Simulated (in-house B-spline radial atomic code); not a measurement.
Values are calculated unless marked as measured or tabulated.
# Mobility against doping in n-type InAs: single donors

For InAs the NSM archive of the Ioffe Institute lists m* = 0.023 m0 and ε = 15.15, so a* = 34.86 nm and Ha* = 2.727 meV.

One parabolic, isotropic band at zero temperature, uniform dielectric constant, impurities scattering independently, no phonons and no central-cell term; real bands flatten as E_F rises, which lowers the mobility at the highest densities. In effective units each ion is a point charge Z in an electron gas; its screened potential is solved self-consistently in the LDA with open boundaries (B-splines, partial waves to l = 16), which gives the phase shifts δ_l at the Fermi level. All carriers come from single donors, N_D = n. μ = e/(ħ k_F N σ_tr); Brooks-Herring takes σ_Born = (2πZ²/k_F⁴)(ln(1 + b) − b/(1 + b)), b = π k_F in effective units. «Linear» is first order in Z with Lindhard's response and the LDA kernel.

```csv
n (cm⁻³),r_s,E_F (meV),δ0 (rad),σ_linear/σ_Born,σ_tr/σ_Born,"μ, phase shifts (cm²/V·s)","μ, Brooks-Herring"
8.62e14,1.87,1.44,0.999,1.64,1.88,68200,128000
2.1e15,1.39,2.6,0.805,1.47,1.76,57500,101000
5.16e15,1.03,4.73,0.644,1.34,1.59,51000,81200
1.28e16,0.76,8.69,0.513,1.25,1.44,46300,66800
3.16e16,0.563,15.8,0.410,1.19,1.32,42500,56300
7.83e16,0.416,29,0.327,1.14,1.24,39000,48200
1.93e17,0.308,52.9,0.260,1.11,1.17,35900,42000
```

Task: How does the mobility change over the table, and why by so much less than n?

Result: n grows 224-fold and μ goes from 68200 to 35900, a power n^-0.12 end to end. Since N ∝ k_F³ and σ_Born ∝ k_F⁻⁴ times a slow logarithm, the product k_F N σ holds no power of k_F: more scatterers meet faster electrons.

Task: Where does Brooks-Herring miss most, and for what reason?

Result: σ_tr/σ_Born is farthest from 1 near r_s = 1.87: 1.88. A better treatment of screening (Lindhard, exchange and correlation), still in first order, gives 1.64 there, and higher orders in Z multiply that by 1.15. At the densest row the two factors are 1.11 and 1.06. Attraction raises the scattering while δ0 is small; as δ0 grows, sin² saturates while first order keeps growing.
